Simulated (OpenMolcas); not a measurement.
# Ar4+: CASPT2 settings compared

| Item | Value |
| --- | --- |
| Program | OpenMolcas |
| Basis | ANO-L-VDZP [4s3p1d] |
| Scalar Hamiltonian | non-relativistic, point nucleus |
| Active space | 2 electrons in 3 orbitals (3p) |
| State averaging | 2S+1 = 3 even, 3 roots; 2S+1 = 1 even, 6 roots kept (CI in the orbitals of an earlier block) |
| Spin-orbit coupling | state interaction with AMFI integrals over the reference wave functions, term energies averaged over their components |

Methods on the same reference wave functions:
A. CASSCF
B. SS-CASPT2, IPEA 0.4 Eh, imaginary shift 0.4 Eh (closed shells correlated: 3s)
C. SS-CASPT2, IPEA 0.75 Eh, no level shift (closed shells correlated: 2s 2p 3s)
D. SS-CASPT2, IPEA 0.4 Eh, sigma1 regulariser 0.05 Eh (closed shells correlated: 2s 2p 3s)

Energies in cm⁻¹ above 3s² 3p² ³P₀, the measured ground level; measured values from Saloman, J. Phys. Chem. Ref. Data 39, 033101 (2010).

```
      Level      A      B      C      D  Measured
3s² 3p² ³P₀    0.0    0.0    0.0    0.0       0.0
3s² 3p² ³P₁    727    738    739    739       763
3s² 3p² ³P₂   1987   1993   1993   1994      2029
3s² 3p² ¹D₂  19680  18050  17760  18000     16299
3s² 3p² ¹S₀  47080  40770  40440  40620     37912
```

Deviations, from unrounded energies. A percentage is the sum of absolute deviations over the sum of measured energies, with the sign that they share, or ± where signs differ.

```tsv
Against measurement	Levels	A	B	C	D
mean absolute deviation (cm-1)	4	3200	1200	1000	1100
fine structure of the ground term (%)	2	-2.8	-2.2	-2.1	-2.1
other terms of the ground configuration (%)	2	+23.1	+8.5	+7.4	+8.1
```

C lies closest to measurement on these levels and A furthest from it. The largest miss of C in the table is 3s² 3p² ¹S₀, by +2500 cm-1. The ranking rests on the paired levels alone, and a cruder setting can come out closer through cancelling errors.

Among B to D the level of the table that moves most is 3s² 3p² ¹S₀, by 330 cm-1 (lowest in C, highest in B). Moves below CASPT2's spread within the term are not significant.

The mean deviations of B to D differ by less than CASPT2's widest spread within a term (310 cm-1), so their order carries little weight.

From A to B the spin-free energies of the other terms of 3s² 3p² shown, above ³P, scale by factors of 0.86 to 0.91.

The lowest spin-free term lies below A's lowest term by 0.063 hartree in B, 0.066 hartree in C, 0.072 hartree in D.

Term energies are means over components that CASPT2 splits; among the terms shown or strongly mixed into the levels shown the widest spread is 310 cm-1 (3s² 3p² ¹D, C). Terms from blocks run as CI alone lack orbitals of their own. With the s shell closed, the reference lacks s² → p² mixing. The basis is small and was not contracted for so high a charge. Measured partners are found by configuration, term and J. A level has none where our copy of the source lacks it or the pairing is in doubt (some pairs that miss far off the trend of their configuration count as doubtful), and it then counts in no deviation. Only configurations of the active space appear.
